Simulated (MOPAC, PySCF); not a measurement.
C3H9B, SMILES `CB(C)C`, neutral singlet in the gas phase. 

Z-matrix (Å, degrees):
```
B
C 1 1.5702
H 2 1.0923 1 114.39
H 2 1.0926 3 109.40 1 -129.47
H 2 1.1001 3 106.13 4 -113.87
C 1 1.5705 2 119.69 3 -153.73
H 6 1.0919 1 114.46 2 -152.69
H 6 1.0924 7 109.33 1 -129.12
H 6 1.1000 7 106.20 8 -113.75
C 1 1.5707 2 119.61 3 24.13
H 10 1.0916 1 114.79 2 156.83
H 10 1.0929 11 109.28 1 128.73
H 10 1.0998 11 106.54 12 113.56
```
Charge 0, multiplicity 1.

All levels are single points at this geometry (B3LYP-D3(BJ)/def2-TZVP); Pople sets use spherical d functions. Orbital energies aren't observables, and empty levels follow the basis.

```
level                            HOMO (eV)  LUMO (eV)  gap (eV)  dipole (D)  vertical IE, Delta-SCF (eV)
-------------------------------  ---------  ---------  --------  ----------  ---------------------------
ωB97X-D3(BJ)/def2-TZVP in PySCF     -11.02       2.08     13.10        0.08                            –
B3LYP/6-311+G** in PySCF             -8.32      -0.37      7.95        0.08                            –
BP86/6-31G* in PySCF                 -6.90      -0.88      6.02        0.12                            –
PBE/6-31G* in PySCF                  -6.78      -0.80      5.98        0.13                            –
HF/STO-3G in PySCF                  -10.70       7.54     18.24        0.09                            –
AM1 in MOPAC                        -11.05       1.75     12.80        0.14                            –
```
